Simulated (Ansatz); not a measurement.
One change: `[CH3][Ge]([NH2])([F])[SH]` becomes `C[O][Ge]([CH3])([NH2])[F]`.

Ansatz, PBE0-D4/def2-TZVP geometries, multiplicity 1. Each molecule was computed in one conformer, which needn't be the lowest.

Scalar relativity is left out up to krypton.

| property | `[CH3][Ge]([NH2])([F])[SH]` |
| --- | --- |
| LUMO energy (PBE/def2-TZVPP) / eV | -0.64 |
| HOMO–LUMO gap (PBE/def2-TZVPP) / eV | 5.59 |
| HOMO–LUMO gap (B3LYP/def2-TZVPP) / eV | 7.28 |
| HOMO–LUMO gap (ωB97M-V/def2-TZVPP) / eV | 11.67 |
| HOMO energy (PBE/def2-TZVPP) / eV | -6.23 |
| size of the dipole moment (B3LYP/def2-TZVPP) / D | 3.54 |

Question: Give the same properties after the change, and the shifts. (Best estimate.)

Answer: The calculation gave: 
```tsv
property	`C[O][Ge]([CH3])([NH2])[F]`	shift
LUMO energy (PBE/def2-TZVPP) / eV	-0.41	0.23
HOMO–LUMO gap (PBE/def2-TZVPP) / eV	5.81	0.22
HOMO–LUMO gap (B3LYP/def2-TZVPP) / eV	7.65	0.37
HOMO–LUMO gap (ωB97M-V/def2-TZVPP) / eV	12.20	0.53
HOMO energy (PBE/def2-TZVPP) / eV	-6.22	0.01
size of the dipole moment (B3LYP/def2-TZVPP) / D	1.43	-2.11
```

With PBE0 the HOMO falls by 0.14 eV and the LUMO rises by 0.25 eV, so the gap widens by about 0.39 eV. PBE moves the HOMO by 0.01 eV and ωB97M-V by -0.31 eV. Dipoles are sizes alone; their direction can turn.

B3LYP here is the variant with VWN-RPA as its local correlation; programs differ in this.
